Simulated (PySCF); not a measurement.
## Calculated data, CH₅BOSi, BH₂NOSi, C₂H₇AlN, CH₄BFSi and others

All values are calculated (PySCF 2.14.0). Calculation on a computer-drawn molecule: the log of a Hartree-Fock and frozen-core CCSD(T) single point meant for a local Hartree-Fock minimum, with one planted fault or none, to be diagnosed. Offsets are logged minus clean, where the clean run is the same molecule without the fault. The reference is restricted for singlets and unrestricted otherwise, and also for a bond in bohr or an excited solution. Adding or removing an electron swaps singlet and doublet. The excited solution moves the top pair (singlet) or top alpha electron (doublet) to the lowest empty orbital. Highest occupied and lowest empty are orbital energies over both spins, largest force is the largest gradient component, triples share is (T) over the correlation energy, the T1 limit is 0.02 restricted and 0.045 unrestricted, electrons count all cores, a negative frequency is imaginary (commonest isotopes), and the dipole is about the centre of nuclear charge.

Common to all runs: meant charge 0; meant basis cc-pV(D+d)Z; logged SCF converged yes; possible faults no fault, one electron removed, one electron added, multiplicity raised by two, geometry at a saddle point, SCF held on an excited solution, minimal basis STO-3G, one bond length entered in bohr, all coordinates scaled.

(1) 
```xyz
9
formula=CH5BOSi meant_multiplicity=1 logged_electrons=38 logged_basis_functions=90 logged_spin_squared=0 logged_highest_occupied=-6.0717 logged_lowest_empty=-2.3915 logged_largest_force=0.070103 logged_dipole_magnitude=2.5055 logged_SCF_stable_within_its_kind=no logged_energy_HF=-429.00357 planted_fault=SCF_held_on_an_excited_solution HF_energy_offset_from_clean_run=135.6
B     -2.2100     1.8079    -0.5060
O     -1.3640     1.3289     0.4130
C     -1.7700     0.7344     1.6291
Si    -1.5666    -1.1707     1.7936
H     -1.7366     2.2736    -1.5048
H     -3.4020     1.7689    -0.3249
H     -2.8382     0.9266     1.8221
H     -1.2323     1.2350     2.4397
H     -1.5267    -1.4615     0.3095
```

Units: logged_highest_occupied, logged_lowest_empty in eV; logged_largest_force in hartree/bohr; logged_dipole_magnitude in debye; logged_energy_HF in hartree; HF_energy_offset_from_clean_run in kcal/mol.

Drawn bonds:
```
atom  other atom  order
   1           2      1
   2           3      1
   3           4      1
   1           5      1
   1           6      1
   3           7      1
   3           8      1
   4           9      1
```

Notes: coupled-cluster numbers left out as unreliable.

(2) 
```xyz
6
formula=BH2NOSi meant_multiplicity=1 logged_electrons=35 logged_basis_functions=75 logged_spin_squared=0.782 logged_highest_occupied=-18.189 logged_lowest_empty=-7.4787 logged_largest_force=0.05346 logged_T1_diagnostic=0.027055 logged_D1_diagnostic=0.089727 logged_triples_share=0.037191 logged_CC_converged=yes logged_dipole_magnitude=7.4879 logged_SCF_stable_within_its_kind=yes logged_energy_HF=-443.83835 logged_energy_CCSD(T)=-444.37298 planted_fault=one_electron_removed HF_energy_offset_from_clean_run=195.2 CCSD(T)_energy_offset_from_clean_run=208.6
N     -1.6454     0.6897     0.3462
Si    -1.0301    -0.4402    -0.7603
B      0.9427     0.2184    -0.6503
O      2.0781     0.5706    -0.6103
H     -1.1516     1.4058     0.8451
H     -2.6228     0.6943     0.5746
```

Units: logged_highest_occupied, logged_lowest_empty in eV; logged_largest_force in hartree/bohr; logged_dipole_magnitude in debye; logged_energy_HF, logged_energy_CCSD(T) in hartree; HF_energy_offset_from_clean_run, CCSD(T)_energy_offset_from_clean_run in kcal/mol.

Drawn bonds:
```
atom  other atom  order
   1           2      1
   2           3      1
   3           4      2
   1           5      1
   1           6      1
```

(3) 
```xyz
11
formula=C2H7AlN meant_multiplicity=2 logged_electrons=40 logged_basis_functions=100 logged_spin_squared=0 logged_highest_occupied=0.21499 logged_lowest_empty=7.7135 logged_largest_force=0.066078 logged_T1_diagnostic=0.013455 logged_D1_diagnostic=0.042951 logged_triples_share=0.028279 logged_CC_converged=yes logged_dipole_magnitude=7.4794 logged_SCF_stable_within_its_kind=yes logged_energy_HF=-376.15683 logged_energy_CCSD(T)=-376.76551 planted_fault=one_electron_added HF_energy_offset_from_clean_run=23.33 CCSD(T)_energy_offset_from_clean_run=2.895
C     -1.5425    -1.8510     1.1619
C     -1.4272    -0.3273     0.9933
Al     0.0386     0.3168    -0.1891
N      1.0965    -0.8821    -0.9578
H     -0.6308    -2.2788     1.5889
H     -1.7152    -2.3500     0.2039
H     -2.3694    -2.1270     1.8234
H     -2.3720     0.0786     0.6075
H     -1.3002     0.1488     1.9748
H      1.8626    -0.6695    -1.5694
H      1.0249    -1.8782    -0.8505
```

Units: logged_highest_occupied, logged_lowest_empty in eV; logged_largest_force in hartree/bohr; logged_dipole_magnitude in debye; logged_energy_HF, logged_energy_CCSD(T) in hartree; HF_energy_offset_from_clean_run, CCSD(T)_energy_offset_from_clean_run in kcal/mol.

Drawn bonds:
```
atom  other atom  order
   1           2      1
   2           3      1
   3           4      1
   1           5      1
   1           6      1
   1           7      1
   2           8      1
   2           9      1
   4          10      1
   4          11      1
```

Notes: highest electron not bound in this basis.

(4) 
```xyz
8
formula=CH4BFSi meant_multiplicity=1 logged_electrons=39 logged_basis_functions=85 logged_spin_squared=0.7982 logged_highest_occupied=-1.3688 logged_lowest_empty=7.4304 logged_largest_force=0.055914 logged_T1_diagnostic=0.016304 logged_D1_diagnostic=0.065848 logged_triples_share=0.026587 logged_CC_converged=yes logged_dipole_magnitude=3.9373 logged_SCF_stable_within_its_kind=yes logged_energy_HF=-453.24985 logged_energy_CCSD(T)=-453.81404 planted_fault=one_electron_added HF_energy_offset_from_clean_run=-11.16 CCSD(T)_energy_offset_from_clean_run=-16.87
B     -0.2299    -0.4945     1.4919
Si     0.9725    -0.5404    -0.1038
C      2.6467    -0.7476    -0.0337
F      0.2277    -0.3613    -1.5227
H      0.2733    -0.6227     2.5690
H     -1.4118    -0.3457     1.4010
H      3.1074    -0.8645     0.9419
H      3.3212    -0.7764    -0.8808
```

Units: logged_highest_occupied, logged_lowest_empty in eV; logged_largest_force in hartree/bohr; logged_dipole_magnitude in debye; logged_energy_HF, logged_energy_CCSD(T) in hartree; HF_energy_offset_from_clean_run, CCSD(T)_energy_offset_from_clean_run in kcal/mol.

Drawn bonds:
```
atom  other atom  order
   1           2      1
   2           3      2
   2           4      1
   1           5      1
   1           6      1
   3           7      1
   3           8      1
```

(5) 
```xyz
8
formula=AlH4N2Si meant_multiplicity=2 logged_electrons=46 logged_basis_functions=94 logged_spin_squared=0 logged_highest_occupied=-0.52526 logged_lowest_empty=6.5094 logged_largest_force=0.057466 logged_T1_diagnostic=0.018237 logged_D1_diagnostic=0.054383 logged_triples_share=0.032641 logged_CC_converged=yes logged_dipole_magnitude=7.5609 logged_SCF_stable_within_its_kind=yes logged_energy_HF=-642.07755 logged_energy_CCSD(T)=-642.63576 planted_fault=one_electron_added HF_energy_offset_from_clean_run=5.921 CCSD(T)_energy_offset_from_clean_run=-14.31
N      1.5099    -1.0934    -1.6576
Si     0.4353    -0.5963    -0.6374
N     -1.2623    -0.6133    -0.6844
Al    -2.4065    -1.2205    -1.9513
H      1.3874    -1.5255    -2.5512
H      0.8852     0.0107     0.6202
H     -1.6913    -0.2146     0.1379
H     -3.9460    -1.0417    -1.5928
```

Units: logged_highest_occupied, logged_lowest_empty in eV; logged_largest_force in hartree/bohr; logged_dipole_magnitude in debye; logged_energy_HF, logged_energy_CCSD(T) in hartree; HF_energy_offset_from_clean_run, CCSD(T)_energy_offset_from_clean_run in kcal/mol.

Drawn bonds:
```
atom  other atom  order
   1           2      2
   2           3      1
   3           4      1
   1           5      1
   2           6      1
   3           7      1
   4           8      1
```
